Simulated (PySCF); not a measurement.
Peak assignment

Molfile (atoms numbered from 1):
```
C5H9FSi
     RDKit          3D

 16 16  0  0  0  0  0  0  0  0999 V2000
    2.5294    0.0244    0.1413 C   0  0  0  0  0  0  0  0  0  0  0  0
    1.2848   -0.7493   -0.1241 C   0  0  0  0  0  0  0  0  0  0  0  0
    0.0614   -0.2704    0.0430 C   0  0  0  0  0  0  0  0  0  0  0  0
   -0.7772    1.3709    0.4566 Si  0  0  0  0  0  4  0  0  0  0  0  0
   -2.1845    0.2511   -0.2083 C   0  0  0  0  0  0  0  0  0  0  0  0
   -1.2504   -0.9680   -0.2398 C   0  0  1  0  0  0  0  0  0  0  0  0
   -1.2718   -1.6404   -1.4474 F   0  0  0  0  0  0  0  0  0  0  0  0
    2.2891    1.0239    0.4970 H   0  0  0  0  0  0  0  0  0  0  0  0
    3.1273    0.1021   -0.7665 H   0  0  0  0  0  0  0  0  0  0  0  0
    3.1353   -0.4863    0.8898 H   0  0  0  0  0  0  0  0  0  0  0  0
    1.4267   -1.7653   -0.4784 H   0  0  0  0  0  0  0  0  0  0  0  0
   -0.4323    2.5415   -0.3478 H   0  0  0  0  0  0  0  0  0  0  0  0
   -0.8674    1.6948    1.8810 H   0  0  0  0  0  0  0  0  0  0  0  0
   -2.5022    0.4998   -1.2185 H   0  0  0  0  0  0  0  0  0  0  0  0
   -3.0783    0.0999    0.3911 H   0  0  0  0  0  0  0  0  0  0  0  0
   -1.4976   -1.7196    0.5195 H   0  0  0  0  0  0  0  0  0  0  0  0
  1  2  1  0
  2  3  2  0
  3  4  1  0
  4  5  1  0
  5  6  1  0
  6  7  1  0
  6  3  1  0
  1  8  1  0
  1  9  1  0
  1 10  1  0
  2 11  1  0
  4 12  1  0
  4 13  1  0
  5 14  1  0
  5 15  1  0
  6 16  1  1
M  END
```

PySCF 2.14.0 with density-fitted response routines calculation with shielding tensors at PBE0/pcSseg-1 (GIAO) and geometry: GFN2-xTB; non-relativistic, isolated molecule, single conformer, averaged over atoms made equivalent by symmetry, fast rotation or ring inversion.

Referencing at the same level of theory: ¹³C (186.93 ppm) and ¹H (31.72 ppm) vs TMS.

**Question.** Assign these signals to the numbered atoms. ¹³C{¹H} NMR (computed): δ 152.2, 148.0, 94.2, 24.1, 17.9.

**Answer.** 
152.2 → C2, alkene CH: an sp2 carbon of a C=C bond
148.0 → C3, fully substituted alkene carbon: as expected for a trigonal carbon in a double bond
94.2 → C6, allylic sp3 CH bonded to F: deshielded by the electronegative neighbour
24.1 → C1, allylic methyl carbon: aliphatic region, no heteroatom directly attached
17.9 → C5, sp3 CH2 bonded to Si

**Question.** Assign these signals to the numbered atoms. ¹H NMR (400 MHz, computed): δ 6.94 (m, 1H), 5.57 (m, 1H), 4.98 (m, 1H), 4.69 (m, 1H), 1.92 (d, 3H), 1.86 (m, 1H), 1.76 (m, 1H).

**Answer.** 
6.94 → H11, hydrogen on an alkene CH: a vinylic proton, deshielded by the sp2 carbon and the C=C anisotropy
5.57 → H16, hydrogen on an allylic sp3 CH bonded to F: its carbon carries F, which withdraws density
4.98 → H12, hydrogen on a silicon bonded to 2 C, in a 4-membered ring
4.69 → H13, hydrogen on a silicon bonded to 2 C, in a 4-membered ring
1.92 → H8/H9/H10, hydrogen on an allylic methyl carbon: allylic position
1.86 → H15, hydrogen on an sp3 CH2 bonded to Si
1.76 → H14, hydrogen on an sp3 CH2 bonded to Si

H8/H9/H10 and H15; H15 and H14 lie closer than the usual error of such a calculation, so a measured spectrum could show them in the other order.

Splittings by ¹⁹F in the carbon and heteronuclear signals aren't shown, as no couplings were computed. Shifts are as computed. Against solution values, carbons near 30 ppm lie about +3 ppm off and those near 130 ppm about +5 ppm. Of 1309 compounds with measured shifts, 239 miss one by over three times the rms of a fit or turn the order of signals round; such compounds aren't used in these exercises. Multiplicities follow the n + 1 count of equivalent neighbours, as no J values were calculated; m marks all less simple cases, F and P coupling included.
